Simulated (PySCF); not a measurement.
Unknown compound

An unknown has the formula C7H15FSi. Its calculated NMR data are:

¹H NMR (400 MHz, computed): δ 5.28 (m, 2H), 4.31 (s, 3H), 3.30 (sept, 1H), 1.89 (s, 3H), 1.05 (d, 6H).

¹³C{¹H} NMR (computed): δ 178.5 (C), 125.0 (C), 85.1 (CH2), 34.8 (CH), 22.3 (CH3), 22.2 (CH3, 2C).

[PySCF: GFN2-xTB structure; NMR shieldings at PBE0/pcSseg-1/GIAO; a single conformation; no relativistic terms; one averaged value for each set of equivalent atoms; no solvent model]

Shifts are taken against calculated references (same method and geometry level): TMS for ¹H, ¹³C.

**Question.** Which candidate is it?
A. CCC/C(C)=C(/[SiH3])CF
B. CC1(C)C[C@@H]([SiH3])[C@]1(C)F
C. CC/C(=C/C[SiH3])CCF
D. C/C(=C(\[SiH3])CF)C(C)C
E. CCC(=C[SiH2]CF)CC

**Answer.** D. 

The formula gives 1 degree of unsaturation (no ring in the answer). 6 carbon signals for 7 carbons: some carbons are equivalent by symmetry or fast rotation. Carbon types of the structure: 2 × C, 1 × CH, 1 × CH2, 3 × CH3, leaving 3 H on heteroatoms. δC 178.5, 125.0: fully substituted alkene carbon. δC 85.1: allylic sp3 CH2 bonded to F; deshielded by the electronegative neighbour. δC 34.8: allylic sp3 CH; aliphatic region, no heteroatom directly attached. δC 22.3: allylic methyl carbon; saturated and bonded to C and H only. δC 22.2: methyl carbon; aliphatic region, no heteroatom directly attached.

The others: CC/C(=C/C[SiH3])CCF would give 7 carbon signals, not 6; CCC/C(C)=C(/[SiH3])CF would give 7 carbon signals, not 6; CCC(=C[SiH2]CF)CC would give 7 carbon signals, not 6; CC1(C)C[C@@H]([SiH3])[C@]1(C)F would give 7 carbon signals, not 6.

Splittings by ¹⁹F in the carbon and heteronuclear signals aren't shown, as no couplings were computed. Shifts are as computed. Against solution values, carbons near 30 ppm lie about +3 ppm off and those near 130 ppm about +5 ppm. Of 1309 compounds with measured shifts, 239 miss one by over three times the rms of a fit or turn the order of signals round; such compounds aren't used in these exercises. No couplings were computed; multiplicities are counted from neighbouring protons, with m where these are inequivalent, close in shift, in a saturated or five-membered ring or joined by F or P, and br s for small geminal =CH2 splittings.
